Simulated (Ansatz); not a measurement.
Relaxation of C2H7FNSb (12 atoms, charge 0, multiplicity 1), to a largest force component of 0.015 eV/Å in at most 40 steps.

All numbers below come from RHF/def2-SVP (Ansatz 0.2.0).

```xyz
12
Properties=species:S:1:pos:R:3:forces:R:3
C -1.502 -0.140 0.715 -2.43 3.05 -0.91
N -0.230 -0.350 1.255 2.50 1.33 3.27
Sb 1.167 0.962 0.403 -0.50 -0.41 -0.37
C 1.666 -0.394 -1.220 -3.64 -1.20 0.80
F -0.126 1.971 -0.697 0.72 -0.51 0.58
H -1.877 0.958 0.931 0.31 -2.13 -0.69
H -1.515 -0.254 -0.391 -0.04 -0.05 0.81
H -2.239 -0.787 1.145 -0.50 -0.72 0.21
H -0.260 -0.118 2.321 0.12 -0.84 -3.06
H 2.205 0.111 -1.962 1.02 0.59 -1.22
H 0.624 -0.735 -1.647 2.27 0.69 0.73
H 2.164 -1.279 -0.817 0.16 0.20 -0.15
```

**Question.** Where does it end, and by what steps?

**Answer.** The run converged. After 14 steps the energy has fallen by 0.843 eV; H12 moved furthest, 0.76 Å.

| step | energy less start (eV) | largest force component (eV/Å) | accepted |
| --- | --- | --- | --- |
| 0 | 0.0000 | 3.641 | yes |
| 1 | -0.6301 | 1.796 | yes |
| 2 | -0.7288 | 0.851 | yes |
| 3 | -0.7844 | 0.539 | yes |
| 4 | -0.8063 | 0.261 | yes |
| 5 | -0.8199 | 0.315 | yes |
| 6 | -0.8303 | 0.212 | yes |
| 7 | -0.8386 | 0.110 | yes |
| 8 | -0.8388 | 0.101 | yes |
| 9 | -0.8409 | 0.053 | yes |
| 10 | -0.8415 | 0.081 | yes |
| 11 | -0.8422 | 0.060 | yes |
| 12 | -0.8424 | 0.074 | yes |
| 13 | -0.8426 | 0.020 | yes |
| 14 | -0.8426 | 0.008 | yes |

```xyz
12
Properties=species:S:1:pos:R:3
C -1.463 -0.317 0.704
N -0.220 0.048 1.352
Sb 1.360 0.918 0.482
C 1.424 -0.353 -1.251
F 0.420 2.308 -0.487
H -2.112 0.538 0.490
H -1.264 -0.823 -0.241
H -2.021 -1.019 1.328
H -0.359 0.342 2.301
H 2.328 -0.145 -1.823
H 0.555 -0.152 -1.877
H 1.429 -1.400 -0.945
```

Run time: 20 s on 2 threads of AMD EPYC 9R45 96-Core Processor (Zen 5), with other jobs on the host, peak memory 0.3 GiB.
